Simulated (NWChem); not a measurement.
System: C₂H₂F₂OSi; SMILES [Si]1(C=CO1)(F)F

Input file for NWChem:

```
start job
memory heap 200 mb stack 900 mb global 1100 mb
geometry units angstroms
  F     -1.409937     0.678847    -0.863931
  Si    -0.289059     0.097810     0.100125
  F     -1.144115    -0.655476     1.206849
  C      1.372594     0.914255     0.412919
  C      1.875670    -0.094461    -0.301629
  O      0.805427    -0.899811    -0.683191
  H      1.849439     1.745155     0.887110
  H      2.854246    -0.396850    -0.622082
end
basis spherical
  * library def2-svp
end
dft
  xc pbe0
  iterations 150
end
driver
  maxiter 120
end
task dft optimize
task dft freq
```

Output (shortened):

```
             Northwest Computational Chemistry Package (NWChem) 7.3.0
             --------------------------------------------------------

 CS  symmetry detected

                             Geometry "geometry" -> ""
                             -------------------------

 Output coordinates in angstroms (scale by  1.889725989 to convert to a.u.)

  No.       Tag          Charge          X              Y              Z
 ---- ---------------- ---------- -------------- -------------- --------------
    1 F                    9.0000    -0.00135064    -1.35475461    -1.23887136
    2 Si                  14.0000     0.10156651    -0.36581942     0.00000000
    3 F                    9.0000    -0.00135064    -1.35475461     1.23887136
    4 C                    6.0000     1.07167361     1.24178919     0.00000000
    5 C                    6.0000    -0.12503295     1.83260701     0.00000000
    6 O                    8.0000    -1.08154552     0.82034125     0.00000000
    7 H                    1.0000     2.05807434     1.65367106     0.00000000
    8 H                    1.0000    -0.48317365     2.84427664     0.00000000

 Effective nuclear repulsion energy (a.u.)     309.6048018913

      Symmetry information
      --------------------

 Group name             Cs
 Group number              2
 Group order               2
 No. of unique centers     7

                                Z-matrix (autoz)
                                --------

 Units are Angstrom for bonds and degrees for angles

[...]

      ----------------------
      Optimization converged
      ----------------------

  Step       Energy      Delta E   Gmax     Grms     Xrms     Xmax
  ---- ---------------- -------- -------- -------- -------- --------
@    7    -641.08470004  8.7D-08  0.00003  0.00001  0.00012  0.00029
                                     ok       ok       ok       ok

                                Z-matrix (autoz)
                                --------

 Units are Angstrom for bonds and degrees for angles

[...]

 Rotational Constants
 --------------------
 A=   0.166011 cm-1  (  0.238847 K)
 B=   0.091314 cm-1  (  0.131378 K)
 C=   0.081891 cm-1  (  0.117820 K)

 Temperature                      =   298.15K
 frequency scaling parameter      =   1.0000

 Zero-Point correction to Energy  =   26.972 kcal/mol  (  0.042983 au)
 Thermal correction to Energy     =   30.540 kcal/mol  (  0.048668 au)
 Thermal correction to Enthalpy   =   31.132 kcal/mol  (  0.049612 au)

 Total Entropy                    =   76.236 cal/mol-K
   - Translational                =   39.929 cal/mol-K (mol. weight = 107.9843)
   - Rotational                   =   26.654 cal/mol-K (symmetry #  =        1)
   - Vibrational                  =    9.653 cal/mol-K

 Cv (constant volume heat capacity) =   19.513 cal/mol-K
   - Translational                  =    2.979 cal/mol-K
   - Rotational                     =    2.979 cal/mol-K
   - Vibrational                    =   13.554 cal/mol-K

[normal modes left out]

 ----------------------------------------------------------------------------
 Normal Eigenvalue ||           Projected Infra Red Intensities
  Mode   [cm**-1]  || [atomic units] [(debye/angs)**2] [(KM/mol)] [arbitrary]
 ------ ---------- || -------------- ----------------- ---------- -----------
    1       -0.000 ||    0.000321           0.007         0.313       0.076
    2       -0.000 ||    0.000835           0.019         0.814       0.198
    3       -0.000 ||    0.000188           0.004         0.183       0.045
    4       -0.000 ||    0.000665           0.015         0.649       0.158
    5       -0.000 ||    0.000523           0.012         0.510       0.124
    6        0.000 ||    0.000501           0.012         0.488       0.119
    7      165.588 ||    0.000673           0.016         0.656       0.159
    8      211.917 ||    0.001870           0.043         1.823       0.443
    9      299.688 ||    0.015583           0.360        15.191       3.692
   10      332.148 ||    0.022640           0.522        22.070       5.364
   11      460.521 ||    0.068752           1.586        67.022      16.291
   12      580.913 ||    0.026656           0.615        25.986       6.316
   13      678.799 ||    0.018441           0.425        17.977       4.370
   14      730.485 ||    0.043542           1.005        42.447      10.317
   15      884.508 ||    0.039445           0.910        38.453       9.346
   16      951.871 ||    0.167912           3.874       163.689      39.787
   17      971.583 ||    0.000026           0.001         0.025       0.006
   18      986.625 ||    0.191137           4.410       186.330      45.290
   19     1076.566 ||    0.148521           3.427       144.786      35.192
   20     1138.693 ||    0.131950           3.044       128.632      31.266
   21     1289.764 ||    0.017892           0.413        17.442       4.240
   22     1584.322 ||    0.102689           2.369       100.107      24.332
   23     3212.752 ||    0.003202           0.074         3.122       0.759
   24     3319.803 ||    0.008910           0.206         8.686       2.111
 ----------------------------------------------------------------------------
```

Level: PBE0/def2-SVP.
